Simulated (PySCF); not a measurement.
Species: C₂H₂F₃O₃S₂ (charge -1).
SMILES with atom numbers: `[O:1]=[S:2](=[O:3])([O-:4])[CH2:5][S:6][C:7]([F:8])([F:9])[F:10]` (hydrogens: H11, H12 on C5)

Geometry (GFN2-xTB, Å), atoms numbered from 1 in this order:
```
atom  x, y, z in Å
O1    -0.854    1.799   -0.651
S2    -1.395    0.458   -0.542
O3    -2.824    0.392   -0.283
O4    -0.917   -0.492   -1.528
C5    -0.698   -0.178    1.068
S6     0.980    0.387    1.254
C7     1.727   -0.212   -0.289
F8     1.546    0.531   -1.362
F9     3.073   -0.233   -0.096
F10    1.397   -1.472   -0.559
H11   -1.279    0.282    1.858
H12   -0.754   -1.262    1.105
```

The closed-shell SCF was solved with PySCF and density fitting under several settings on one GFN2-xTB geometry (grid level 2 and gas phase unless stated).

```json
{"settings": "PBE0/pcSseg-1", "basis functions": "194", "SCF cycles": "15", "E (Eh)": "-1398.0482", "HOMO (eV)": "-2.49", "LUMO (eV)": "4.08"}
{"settings": "PBE0/6-31G*, fitting basis def2-qzvpp-jkfit, energy threshold 1e-11 Eh", "basis functions": "152", "SCF cycles": "14", "E (Eh)": "-1398.0821", "HOMO (eV)": "-2.15", "LUMO (eV)": "4.31"}
```

Q: Estimate the rows for these settings: (1) wB97X/6-311G**, damping 0.2 at the start, DIIS from the seventh cycle, energy threshold 1e-06 Eh; (2) HF/aug-cc-pVDZ, IEF-PCM benzene, grid level 3; (3) PW91/6-31++G**, IEF-PCM chloroform, fitting basis def2-universal-jkfit.

A: 
```json
{"settings": "wB97X/6-311G**, damping 0.2 at the start, DIIS from the seventh cycle, energy threshold 1e-06 Eh", "basis functions": "208", "SCF cycles": "11", "E (Eh)": "-1399.0534", "HOMO (eV)": "-4.94", "LUMO (eV)": "5.92"}
{"settings": "HF/aug-cc-pVDZ, IEF-PCM benzene, grid level 3", "basis functions": "256", "SCF cycles": "11", "E (Eh)": "-1394.9617", "HOMO (eV)": "-8.57", "LUMO (eV)": "2.32"}
{"settings": "PW91/6-31++G**, IEF-PCM chloroform, fitting basis def2-universal-jkfit", "basis functions": "200", "SCF cycles": "13", "E (Eh)": "-1398.8963", "HOMO (eV)": "-4.83", "LUMO (eV)": "-0.28"}
```

Q: Over all rows, what range does the HOMO–LUMO gap span?

A: From 4.55 eV (PW91/6-31++G**, IEF-PCM chloroform, fitting basis def2-universal-jkfit) to 10.89 eV (HF/aug-cc-pVDZ, IEF-PCM benzene, grid level 3). The functional of the narrowest has no exact exchange, that of the widest 100 % exact exchange.

Q: Compare two rows with the functional PBE0: PBE0/6-31G*, fitting basis def2-qzvpp-jkfit, energy threshold 1e-11 Eh and PBE0/pcSseg-1. Which energy is lower, and by how much?

A: PBE0/6-31G*, fitting basis def2-qzvpp-jkfit, energy threshold 1e-11 Eh (152 functions) lies 0.0339 Eh or 21 kcal/mol below PBE0/pcSseg-1 (194 functions). The smaller set gives the lower energy; the two sets aren't nested, so the variational bound doesn't order them by size.

Cycle counts include a coarse-grid stage where the run had one. All basis functions are spherical, in the Pople sets too. The structure is a single GFN2-xTB conformer; no vibrational corrections.
